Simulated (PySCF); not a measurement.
All of these have the formula C4H4O3Si. Computed with TDDFT CAM-B3LYP/def2-SVPD, vertical, gas phase, core orbitals frozen in the response (PySCF). Geometries: GFN2-xTB; one conformer of each isolated species. Triplets are in the Tamm–Dancoff approximation. 'Strongest' means the level of largest summed f among the lowest 8 singlets; it needn't be the same kind of state in each.

Question: Rank by computed energy of the strongest computed level, highest first.
A. `[Si@@H]1(C#C)OCC(O1)=O`
B. `C#CC(=O)O[SiH2]C=O`
C. `O=COC1=C[SiH2]C1=O`
D. `O=c1cc(O[SiH3])c1=O`

Answer: A (7.12 eV), C (6.81 eV), D (6.34 eV), B (6.12 eV).

```tsv
SMILES	strongest (eV)	HOMO (eV)	f (strongest)	α (au)	S1 (eV)	S1 mainly
C#C[Si@@H]1OCC(=O)O1	7.12	-9.66	0.03	72.6	5.79	H→L+2 (88%)
O=COC1=C[SiH2]C1=O	6.81	-8.57	0.27	81.0	3.35	H→L (89%)
O=c1cc(O[SiH3])c1=O	6.34	-8.67	0.25	80.1	3.44	H→L (89%)
C#CC(=O)O[SiH2]C=O	6.12	-8.84	0.09	79.2	3.21	H→L+1 (51%)
```

H and L stand for HOMO and LUMO.
